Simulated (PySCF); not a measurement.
Se(I)(NH2) (H₂INSe), SMILES [Se](I)N.

The structure is a stationary point at B3LYP-D3(BJ)/def2-SVP. The def2 effective core potentials stand for the cores of I; spin–orbit coupling is left out. The values are those of a single conformer.

Calculation: HF/def2-TZVPD (PySCF).

Gas-phase values at a fixed geometry.

- total energy = -2752.14423 hartree
- point group = Cs
- highest occupied level = -9.19 eV
- lowest empty level = 0.31 eV
- orbital gap = 9.50 eV
- dipole moment = 1.99 D
- quadrupole, principal values (traceless, Buckingham form, about the centre of nuclear charge) = -3.28, -2.75, 6.02 D·Å
- mean static polarisability = 77.9 bohr³ (11.55 Å³)
- polarisability, principal values = 57.5, 64.6, 111.8 bohr³
